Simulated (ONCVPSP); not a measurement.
## Pseudopotential generation for Au: ONCV, PBEsol, scalar-relativistic.

| Item | Value |
| --- | --- |
| Element | gold (Au) |
| Generator | ONCVPSP 4.0.1 |
| Type | optimised norm-conserving Vanderbilt (ONCV) |
| Functional | PBEsol |
| Relativity | scalar-relativistic |
| Frozen core | [Xe] |
| Valence charge | 25 |
| Reference configuration | 4f14 5d9 6s2 |
| Partial waves | 6s: rc 2.50 bohr, ncon 4, nbas 8, qcut 2.5 1/bohr, 2 projectors, debl 3.6 Ha; p scattering state at 0.04 Ha: rc 2.05 bohr, ncon 4, nbas 7, qcut 3.6 1/bohr, 2 projectors, debl 2.4 Ha; 5d: rc 1.95 bohr, ncon 3, nbas 8, qcut 6.7 1/bohr, 2 projectors, debl 2.4 Ha; 4f: rc 0.65 bohr, ncon 4, nbas 9, qcut 28.2 1/bohr, 2 projectors, debl 0.6 Ha |
| Local potential | polynomial inside 0.55 bohr (lpopt 5, dvloc0 2 Ha) |
| Core correction | none |

In the f channel the program set the typed energies aside and used -3.095, 0.250 Ha.

- Cutoffs needed: 328 Ha and 356 Ha (the cutoffs (Ha) at which the residual kinetic energy of the hardest occupied pseudo-wave falls to 1 and 0.1 mHa per electron)
- Ghost test: ghosts flagged at negative energy: s at -1047.4 eV, s at -157.2 eV, p at -253.6 eV, p at -44.0 eV, d at -409.2 eV; GHOST(+) flagged for s at 130.9 eV; a true bound ghost makes a file unfit for plane-wave use
- Largest excitation error: -14 meV (all-electron minus pseudo) for 4f14 5d10 6s0, out of 4 test configurations
